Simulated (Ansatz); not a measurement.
Calculation: frozen-core CCSD(T)/cc-pVTZ // PBE-D3(BJ)/def2-TZVP (Ansatz, an electronic-structure program).

Ansatz 0.2 input:
```yaml
crystal:
  periodic: [false, false, false]
  atoms:
    - { symbol: F, position_ang: [1.215973, -1.207095, -0.103401] }
    - { symbol: Ge, position_ang: [-0.000001, 0.000002, 0.000002] }
    - { symbol: F, position_ang: [0.726405, 1.552829, -0.086194] }
    - { symbol: F, position_ang: [-1.104713, -0.187728, -1.300281] }
    - { symbol: F, position_ang: [-0.837665, -0.158008, 1.489873] }
basis:
  gaussian: { orbitals: cc-pVTZ }
correlation:
  method: ccsd_t
```

Output:

```
Functional definition: HF
1039 factors; integrals over basis functions are off by at most 4.9e-4 eV
mean field evaluation 1: about -67302.9034 eV, gradient 4.9e1 eV
mean field evaluation 2: about -67303.0064 eV, gradient 5.0e1 eV
mean field evaluation 4: about -67306.6470 eV, gradient 1.9e0 eV
mean field evaluation 8: about -67306.6683 eV, gradient 8.6e-2 eV
mean field evaluation 16: about -67305.1058 eV, gradient 3.4e1 eV
mean field -67306.66828427 eV, -2473.4744373486 hartree, gradient 9.3e-7 eV, S^2 0.000000; 0 other end points of the search recorded, 0 dependent functions left out
13 core orbitals not correlated
reference -67306.66828427 eV, -2473.4744373486 hartree; 21, 21 occupied and 129, 129 virtual orbitals, 1039 factors
second order -32.53948652 eV of doubles, -0.00000000 eV of singles
cycle   1  -31.45594122 eV  change     1.1e0 eV  update   1.2e-1
cycle   2  -32.15567709 eV  change   -7.0e-1 eV  update   3.6e-2
cycle   3  -32.30810445 eV  change   -1.5e-1 eV  update   1.7e-2
cycle   4  -32.28156945 eV  change    2.7e-2 eV  update   3.4e-3
cycle   5  -32.27781886 eV  change    3.8e-3 eV  update   1.1e-3
cycle   6  -32.27887940 eV  change   -1.1e-3 eV  update   3.4e-4
cycle   7  -32.27871495 eV  change    1.6e-4 eV  update   1.0e-4
cycle   8  -32.27861464 eV  change    1.0e-4 eV  update   2.5e-5
cycle   9  -32.27861522 eV  change   -5.8e-7 eV  update   6.9e-6
perturbative correction -1.03426189 eV, -0.0380084236 hartree
Total energy: -67339.98116139 eV, -2474.6986630024 hartree
```

Cost: around 40 core-seconds (rough).
